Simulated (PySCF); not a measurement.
C2H7ClOSi2, SMILES [SiH2](OC(=C)[SiH3])Cl. Atoms are numbered in the order given.

```xyz
13

C     -1.1223     0.4779     1.3722
C     -1.1532    -0.2386     0.2383
Si    -2.6958    -1.0843    -0.4513
O     -0.0549    -0.4371    -0.5701
Si     1.5672    -0.3724    -0.1865
Cl     2.1965     1.5793     0.1382
H     -0.2204     0.9856     1.7270
H     -2.0301     0.5908     1.9674
H     -2.4566    -2.5524    -0.5548
H     -3.8422    -0.8195     0.4623
H     -2.9936    -0.5542    -1.8117
H      1.8204    -1.1406     1.0568
H      2.2754    -0.9020    -1.3697
```
Charge 0, spin multiplicity 1.

The structure is a stationary point at B3LYP-D3(BJ)/def2-SVP. The structure was generated by enumeration, and PubChem lists no compound with its InChIKey, so it may never have been made. Other conformers were not sampled.

Two levels are set side by side: PBE/pcSseg-1 (PySCF) and PBE0/pcSseg-1 (PySCF). GIAO shifts against H2O (¹⁷O), HCl (³⁵Cl), TMS (²⁹Si), TMS (¹H), TMS (¹³C) at the same level; non-relativistic, no solvent, atoms listed together averaged. Without spin–orbit terms, shifts of atoms bonded to Cl or Br come out too high at both levels. Differences are taken from unrounded values.

| quantity | PBE0 | PBE | PBE minus PBE0 |
|---|---|---|---|
| δ(¹³C) of C1 (ppm) | 119.0 | 116.2 | -2.8 |
| δ(¹³C) of C2 (ppm) | 170.3 | 169.0 | -1.3 |
| δ(²⁹Si) of Si3 (ppm) | -68.4 | -73.3 | -4.9 |
| δ(¹⁷O) of O4 (ppm) | 151.0 | 172.1 | 21.1 |
| δ(²⁹Si) of Si5 (ppm) | -13.1 | -14.1 | -1.1 |
| δ(³⁵Cl) of Cl6 (ppm) | 57.4 | 79.3 | 21.9 |

Rough cost on one machine, each run with all the roots and properties that it gave: PBE0 against PBE within a factor of 2.
